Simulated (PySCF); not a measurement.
Cd(Cl)(SiH3) (CdClH3Si), SMILES [SiH3][Cd][Cl]. Atoms are numbered in the order given.

```xyz
6

Cd     0.0000     0.0000    -0.0536
Cl     0.0000     0.0000    -2.3814
Si     0.0000     0.0000     2.4425
H      1.2046     0.6955     2.9534
H      0.0000    -1.3910     2.9534
H     -1.2046     0.6955     2.9534
```

Geometry: B3LYP-D3(BJ)/def2-TZVP. The def2 effective core potentials stand for the cores of Cd; spin–orbit coupling is left out.

The numbers are results of TDDFT-PBE0/def2-SVPD (PySCF), not measurements.

Vertical excitations; the highest root listed may be one member of a degenerate set. The molecule is in vacuum. State labels are in the subgroup Cs.

### Question
Estimate the UV-visible absorptions. (An estimate is asked for; the answer gives what the named calculation found.)

### Answer

```json
[
 {"state": "S1", "symmetry": "A'", "energy (eV)": "5.87", "λ (nm)": "211", "f": "0.001", "main pairs": "HOMO−1→LUMO, HOMO→LUMO+2 (degenerate set)"},
 {"state": "S2", "symmetry": "A\"", "energy (eV)": "5.87", "λ (nm)": "211", "f": "0.001", "main pairs": "HOMO−2→LUMO, HOMO→LUMO+1 (degenerate set)"},
 {"state": "S3", "symmetry": "A'", "energy (eV)": "6.01", "λ (nm)": "206", "f": "0.079", "main pairs": "HOMO→LUMO+2, HOMO−1→LUMO (degenerate set)"},
 {"state": "S4", "symmetry": "A\"", "energy (eV)": "6.01", "λ (nm)": "206", "f": "0.079", "main pairs": "HOMO→LUMO+1, HOMO−2→LUMO (degenerate set)"},
 {"state": "S5", "symmetry": "A\"", "energy (eV)": "6.09", "λ (nm)": "204", "f": "0.000", "main pairs": "HOMO−1→LUMO+1 50 %, HOMO−2→LUMO+2 50 %"},
 {"state": "S6", "symmetry": "A'", "energy (eV)": "6.12", "λ (nm)": "203", "f": "0.000", "main pairs": "HOMO−2→LUMO+1, HOMO−1→LUMO+2 (degenerate set)"},
 {"state": "S7", "symmetry": "A\"", "energy (eV)": "6.12", "λ (nm)": "203", "f": "0.000", "main pairs": "HOMO−2→LUMO+2, HOMO−1→LUMO+1 (degenerate set)"},
 {"state": "S8", "symmetry": "A'", "energy (eV)": "6.17", "λ (nm)": "201", "f": "0.197", "main pairs": "HOMO→LUMO 50 %, HOMO−1→LUMO+2 23 %, HOMO−2→LUMO+1 23 %"},
 {"state": "S9", "symmetry": "A'", "energy (eV)": "6.72", "λ (nm)": "185", "f": "0.798", "main pairs": "HOMO→LUMO 43 %, HOMO−2→LUMO+1 21 %, HOMO−1→LUMO+2 21 %, HOMO−3→LUMO 9 %"},
 {"state": "S10", "symmetry": "A'", "energy (eV)": "7.71", "λ (nm)": "161", "f": "0.016", "main pairs": "HOMO→LUMO+3 81 %"},
 {"state": "T1", "symmetry": "A'", "energy (eV)": "5.04", "λ (nm)": "246", "f": "0", "main pairs": "HOMO→LUMO 98 %"},
 {"state": "T2", "symmetry": "A'", "energy (eV)": "5.15", "λ (nm)": "241", "f": "0", "main pairs": "HOMO→LUMO+2 (degenerate set)"},
 {"state": "T3", "symmetry": "A\"", "energy (eV)": "5.15", "λ (nm)": "241", "f": "0", "main pairs": "HOMO→LUMO+1 (degenerate set)"},
 {"state": "T4", "symmetry": "A\"", "energy (eV)": "5.58", "λ (nm)": "222", "f": "0", "main pairs": "HOMO−2→LUMO 97 %"}
]
```
Triplets are in the Tamm–Dancoff approximation, which puts them higher than full response would, so one can lie above its singlet here.
